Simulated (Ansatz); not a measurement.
Cost and result for the atomization energy of `C[N]([SiH2]Cl)[GeH2][Cl]` (13 atoms, 12 bonds).

Cartesian coordinates in Å:
```
C -0.7372 -1.3205 -0.2226
N 0.0328 -0.0953 -0.0167
Si 1.3042 -0.0751 1.1191
Cl 0.6327 -0.0252 3.0737
Ge -0.5634 1.4004 -0.8818
Cl -0.2500 1.0992 -2.9982
H -1.7073 -1.2871 0.2840
H -0.9072 -1.4992 -1.2879
H -0.1892 -2.1828 0.1666
H 2.0969 -1.3205 1.0106
H 2.1024 1.1510 0.9055
H -2.0801 1.5496 -0.7140
H 0.2654 2.6055 -0.4382
```

Total charge 0; spin multiplicity 1. Correlated methods include outer-core shells of Ge, which these sets cover unevenly. Scalar relativity is left out up to krypton. Geometry: relaxed with PBE0-D4/def2-TZVP. It is one conformer, not always the lowest. Program: Ansatz. All runs use 2 threads of an AMD EPYC 7R13 on a shared host and a share of an NVIDIA H100 80 GB. Times are those of one run each, without the atoms' runs, and a repeat can differ threefold. Electronic energies, without spin–orbit coupling; frozen cores. CCSD(T)/CBS adds CCSD(T) − MP2 in def2-TZVPP to the MP2 limit, and its time is that of the two runs behind it. T1 = 0.011. With those shells the extrapolation isn't a true limit. B3LYP takes the VWN-RPA correlation (the form of Gaussian; ORCA's B3LYP/G).

CCSD(T)/CBS is a level of theory with its own doubt, some kJ/mol a heavy atom from the limit and from the frozen cores, so smaller differences don't rank the functionals.

```tsv
level	functions	wall time
PBE-D4/def2-TZVPP (with forces)	334	3.4 s
PBE0-D4/def2-TZVPP	334	3.6 s
B2PLYP/def2-TZVPP	334	4 s
B3LYP-D4/def2-TZVPP (with forces)	334	4.4 s
r2SCAN-D4/def2-TZVPP (with forces)	334	4.4 s
ωB97X-V/def2-TZVPP	334	5.5 s
MP2/def2-QZVPP	623	5.5 s
ωB97M-V/def2-TZVPP (with forces)	334	8.5 s
CCSD(T)/def2-TZVPP	334	8.5 s
CCSD(T)/CBS(def2)	–	14 s
```

(1) What atomization energy does each give, and how far from CCSD(T)/CBS? (An estimate is asked.)

Results:

(1) Computed: 
| level | atomization (kcal/mol) | difference from CCSD(T)/CBS | per bond |
| --- | --- | --- | --- |
| PBE-D4/def2-TZVPP (with forces) | 1028.9 | 4.1 | 0.3 |
| PBE0-D4/def2-TZVPP | 1018.3 | -6.5 | -0.5 |
| B2PLYP/def2-TZVPP | 1005.9 | -18.9 | -1.6 |
| B3LYP-D4/def2-TZVPP (with forces) | 1017.1 | -7.7 | -0.6 |
| r2SCAN-D4/def2-TZVPP (with forces) | 1022.2 | -2.6 | -0.2 |
| ωB97X-V/def2-TZVPP | 1030.1 | 5.3 | 0.4 |
| MP2/def2-QZVPP | 1025.9 | 1.1 | 0.1 |
| ωB97M-V/def2-TZVPP (with forces) | 1024.1 | -0.7 | -0.1 |
| CCSD(T)/def2-TZVPP | 997.2 | -27.6 | -2.3 |
| CCSD(T)/CBS(def2) | 1024.8 | 0.0 | 0.0 |

From PBE to PBE0 (25 % exact exchange), in def2-TZVPP and without D4, the atomization energy moves by −9.3 kcal/mol: exact exchange takes away binding that semilocal exchange gives to molecules. The D4 term adds +15.4 kcal/mol with B3LYP and +8.2 kcal/mol with PBE0; it sums over pairs of atoms, weighted by their polarisabilities, and B3LYP, whose exchange is more repulsive, gets the larger term. In def2-TZVPP, CCSD(T) changes the Hartree–Fock value by +254.3 kcal/mol (the triples alone add +15.3 kcal/mol) and MP2 by +266.6 kcal/mol; breaking electron pairs costs correlation energy, which Hartree–Fock lacks.
